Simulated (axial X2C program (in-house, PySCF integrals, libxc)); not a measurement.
BaH⁺: cheaper levels and CCSD(T), with spin–orbit coupling

Calculated with an in-house relativistic program for diatomic molecules. Two-component (2c) means X2C with spin–orbit coupling and atomic mean-field two-electron Coulomb and Gaunt terms. Basis: Ba dyall-cv3z [14s14p9d5f1g], H dyall-v3z [6s2p1d] (cores contracted in-house); Gaussian nuclei, density fitting, unrestricted open shells. Masses: Ba 137.905 u, H 1.008 u.

State: Ω = 0 (closed shell); fragments Ba+ + H.

```csv
level,Re (Å),ωe (cm⁻¹),De (eV)
PBE0,2.120,1373.0,2.55
HF,2.176,1336.5,1.59
MP2,2.127,1378.7,2.20
CCSD,2.141,1343.4,2.42
r2SCAN,2.124,1368.3,2.72
```

Correlated methods: 10 electrons correlated (number of frozen shells: Ba 4 s, 3 p, 2 d; H none), 230 virtual spin orbitals or spinors in MP2, 90 natural virtuals in coupled cluster.

CCSD(T), same Hamiltonian and basis:

Re = 2.140 Å, ωe = 1341.3 cm⁻¹, De = 2.42 eV; T1 = 0.010 (Lee–Taylor normalisation).

**Question.** Give the differences from CCSD(T) in the columns below.

**Answer.** 

| level | ΔRe (Å) | Δωe (cm⁻¹) | ΔDe (eV) |
| --- | --- | --- | --- |
| PBE0 | -0.020 | 32 | 0.13 |
| HF | 0.036 | -5 | -0.83 |
| MP2 | -0.013 | 37 | -0.22 |
| CCSD | 0.001 | 2 | 0.00 |
| r2SCAN | -0.016 | 27 | 0.30 |

Occupations by symmetry block were frozen at the best pattern of an incomplete PBE0 search. The closed shell is kept restricted, so the energy runs too high when the bond is stretched far. Dissociation energies refer to the lowest single-determinant-based atoms at the same level and basis. Coupled cluster ran in a truncated set of natural virtual spinors; the MP2 energy of the rest was added. (T) has no such correction and the atoms are truncated less, which lowers De at CCSD(T) by a hundredth of an eV or more.
